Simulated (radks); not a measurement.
All-electron atom: Nd44+ in [Ne] 3s2 3p4.

Calculated with a radial shooting solver on a logarithmic mesh with Libxc functionals: Dirac Kohn-Sham, BLYP, spin-unpolarised, spherical densities, finite nucleus; open shells are shared between the two j in proportion to 2j + 1; Fermi nuclear charge, rms radius 4.9123 fm.

Energy parts (eV):
| part | energy |
|---|---|
| total | -213872.98 |
| kinetic | 233747.43 |
| electron-nucleus | -471306.18 |
| Hartree | 27208.79 |
| exchange-correlation | -3523.02 |

Orbitals (lengths in bohr, moments of r in powers of bohr):
orbital,occ.,eigenvalue (eV),<r>
1s1/2,2,-46174.25,0.02362
2s1/2,2,-9713.831,0.09929
2p1/2,2,-9368.813,0.08315
2p3/2,4,-8836.460,0.08933
3s1/2,2,-3783.999,0.2426
3p1/2,1.33333,-3656.654,0.2297
3p3/2,2.66667,-3522.722,0.2391

The highest occupied level is 3p3/2 at -3522.7 eV. The density falls to 0.001 e/bohr^3 at r = 0.71 bohr. Summed over all electrons, <r^2> = 0.4724 bohr^2, which gives a Langevin (diamagnetic) susceptibility term of -0.374 x 10^-6 cm^3/mol. The electron density at the nucleus is 4.546e+05 e/bohr^3. For comparison, the ionisation energy in NIST's Atomic Spectra Database is 3567 eV (theoretical). In exact Kohn-Sham theory the highest level is minus the ionisation energy, but local and semilocal functionals leave it too shallow, through self-interaction and a potential that decays too fast; potentials with the right tail come closer.

Beside tabulated values, note that spin-unpolarised runs miss the spin-polarisation part of the exchange energy of open shells.
